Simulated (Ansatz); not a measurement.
CH5SeSi+: structure from calculated spectroscopic constants

These gas-phase data were calculated for one isomer of CH5SeSi+ at r2SCAN-D4/def2-SVP (harmonic, unscaled wavenumbers; equilibrium rotational constants with average atomic masses):

* rotational constants: 21.63, 2.308, 2.113 GHz
* all wavenumbers above 1500 cm⁻¹: 3175, 3113, 3019, 2410, 2312

Candidates:

(1) `[H]/[Se+]=[SiH]\C`, a singlet
(2) `C1[SiH2][SeH+]1`, a singlet
(3) `C[Se+]=[SiH2]`, a singlet

**Question.** Assign the data to one candidate and say why.

**Answer.** Candidate (1). 1 mode lies between 2000 and 2380 cm⁻¹, one for each Si–H bond, while (2) has 2, (3) has 2.

The same quantities for all candidates:

```
     rotational constants (GHz)   wavenumbers above 1500 cm⁻¹  E above the lowest, r2SCAN-D4/def2-SVP (kcal/mol)
(1)         21.63, 2.308, 2.113  3175, 3113, 3019, 2410, 2312                                                0.0
(2)          12.75, 3.51, 2.987  3226, 3120, 2407, 2353, 2304                                               19.2
(3)          10.37, 3.78, 2.821  3219, 3209, 3068, 2337, 2276                                               16.2
```

Harmonic stretches to hydrogen usually lie a few per cent above observed fundamentals. Each candidate is one conformer. Programs: Ansatz 0.2.0.
